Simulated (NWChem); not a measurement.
Molecule: C₄H₇O, doublet; SMILES [CH]1CCOC1

```xyz
12

C     -1.2139     0.2665    -0.0390
C     -0.1279     1.2669     0.1415
C      1.1006     0.4134    -0.1905
O      0.7655    -0.8976     0.1979
C     -0.6057    -1.0941    -0.0637
H     -2.2836     0.4754    -0.0749
H     -0.2258     2.1558    -0.5041
H     -0.0828     1.6366     1.1865
H      2.0129     0.7096     0.3477
H      1.3124     0.4625    -1.2789
H     -1.0156    -1.7822     0.7001
H     -0.7595    -1.5929    -1.0491
```
Atoms are numbered in this order, from 1.

All runs: NWChem. Pople sets run with spherical d functions. Spin-unrestricted. Medium grid unless said otherwise, to which SCAN and Minnesota functionals are sensitive. All runs use the structure optimised with PBE0/def2-SVP, spin-unrestricted. No stability test was run on the SCF state. Level r2SCAN/6-31G*: single points from the atomic guess with DIIS by default; each run changes one setting, and all converged runs end within 0.3 mHa of each other.

```csv
setting,SCF iterations
defaults,8
core-Hamiltonian guess,14
occupation smearing of 0.005 Ha,8
"no DIIS, 40 % damping",19
level shift of 0.5 Ha throughout,11
DIIS on 20 Fock matrices,8
```
